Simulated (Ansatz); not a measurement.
Reaction (hydrogenolysis of the Si–C bond): `C=C[SiH2][AlH2]` + H₂ → `[AlH2][SiH3]` + `C=C`

Computed with Ansatz on PBE0-D4/def2-TZVP structures; ΔE is electronic, products minus reactants. CCSD(T)/CBS is the MP2 limit (def2-TZVPP, def2-QZVPP) plus CCSD(T) − MP2 in def2-TZVPP, frozen cores. This one scheme is used for every species. DFT in def2-TZVPP. Each species was taken in one conformer, which may not be the lowest.

Problem. Is it downhill or uphill in electronic energy at CCSD(T)/CBS, and by how much? (Best estimate.)

Solution. The calculation gave: Downhill: ΔE = -0.24 eV.

Problem. What do these levels give: r2SCANh-D4, BHLYP-D4, RPA@PBE/def2-TZVPP, HF/def2-SVP, CCSD(T)/def2-SVP, HF/def2-TZVPP? (Best estimate.)

Solution. Ansatz gave: r2SCANh-D4 -0.23, BHLYP-D4 -0.31, RPA@PBE/def2-TZVPP -0.29, HF/def2-SVP -0.56, CCSD(T)/def2-SVP -0.37, HF/def2-TZVPP -0.51 eV.

Largest T1 diagnostic among the species: 0.012.

From PBE to PBE0 (25 % exact exchange), in def2-TZVPP and without D4, ΔE moves by −0.04 eV. Leaving LDA and LC-ωPBE aside and taking each functional with its dispersion term where it has one, the values, not all of them listed here, spread over 0.16 eV, from BHLYP-D4 to revPBE-D4. LDA lies +0.05 eV from PBE without D4. At CCSD(T), def2-SVP lies −0.13 eV from the extrapolated value and def2-TZVPP −0.03 eV.
